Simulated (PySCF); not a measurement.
# Multinuclear NMR of C$_{5}$H$_{5}$NO$_{2}$Si

Mapped SMILES: `[N:1]#[C:2]/[CH:3]=[CH:4]/[C:5](=[O:6])[SiH2:7][CH:8]=[O:9]`; H(Xn) means a hydrogen on atom n.

All values are calculated (PySCF 2.14): shielding tensors at PBE0/pcSseg-1 (GIAO), structure optimised with GFN2-xTB. A single conformation, non-relativistic Hamiltonian, fast rotation and ring inversion assumed for equivalent nuclei, no solvent model.

(1) What are the $^{29}$Si shifts?

(2) Where does $^{15}$N resonate?

(3) What are the $^{17}$O shifts?

Answers

(1) 
```tsv
atoms	environment	σ (ppm)	δ (ppm)
Si7	silicon bonded to 2 C, 2 H	422.0	-66.9
```

Shieldings were converted by a linear fit to measured shifts: $^{29}$Si: δ = 279.94 − 0.822σ (rms 8.9 ppm, 72 shifts, 25.8 ppm with the 6 outliers that the fit left out vs TMS, solution or neat liquid). Occasional misses reach two or three times the rms, and more in compound classes unlike the fitted ones.

On a 400 MHz spectrometer $^{29}$Si resonates near 79.5 MHz, so 1 ppm is 79.5 Hz.

(2) 
```csv
atoms,environment,σ (ppm),δ (ppm)
N1,nitrile nitrogen,-72.1,-81.6
```

Shieldings were converted by a linear fit to measured shifts: $^{15}$N: δ = -148.07 − 0.921σ (rms 6.3 ppm, 71 shifts vs CH3NO2, solution or neat liquid). A few per cent of atoms miss by over 2 rms, more outside the fitted compound classes.

On a 600 MHz spectrometer $^{15}$N resonates near 60.8 MHz, so 1 ppm is 60.8 Hz.

(3) 
```tsv
atoms	environment	σ (ppm)	δ (ppm)
O9	carbonyl oxygen	-616.1	827.9
O6	carbonyl oxygen	-510.2	731.5
```

Shieldings were converted by a linear fit to measured shifts: $^{17}$O (scatter 10.7 ppm rms, 12.2 ppm with the 3 outliers that the fit left out vs liquid water, solution or neat liquid). A few per cent of atoms miss by over 2 rms, more outside the fitted compound classes.

On a 400 MHz spectrometer $^{17}$O resonates near 54.2 MHz, so 1 ppm is 54.2 Hz.
